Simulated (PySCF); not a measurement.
C4H10O, SMILES C(CC)CO. Atoms are numbered in the order given.

```xyz
15

C     -0.2951     2.5161     0.0000
C      0.5274     1.2273     0.0000
C     -0.3372    -0.0351     0.0000
C      0.4743    -1.3210     0.0000
O     -0.4284    -2.4133     0.0000
H     -0.9447     2.5716     0.8890
H      0.3524     3.4070     0.0000
H     -0.9447     2.5716    -0.8890
H      1.1924     1.2156    -0.8824
H      1.1924     1.2156     0.8824
H     -0.9987    -0.0431    -0.8837
H     -0.9987    -0.0431     0.8837
H      1.1352    -1.3415    -0.8916
H      1.1352    -1.3415     0.8916
H      0.0900    -3.2304     0.0000
```

Geometry: TPSSh-D3(BJ)/def2-SVP. Other conformers were not sampled.

The numbers are results of CAM-B3LYP/def2-TZVP (PySCF), not measurements.

Symmetry labels are those of the subgroup Cs that the program uses (full group Cs).

Task: List the valence orbital energies around the gap with their symmetry. (An estimate is asked for; the answer gives what the named calculation found.)

Result: 
```
orbital  symmetry  energy (eV)
-------  --------  -----------
HOMO−7         A'       -13.61
HOMO−6         A'       -12.72
HOMO−5         A"       -11.72
HOMO−4         A'       -11.61
HOMO−3         A'       -10.88
HOMO−2         A"       -10.58
HOMO−1         A'       -10.55
HOMO           A"        -9.29
LUMO           A'         1.86
LUMO+1         A'         2.07
LUMO+2         A'         2.83
LUMO+3         A"         3.13
```
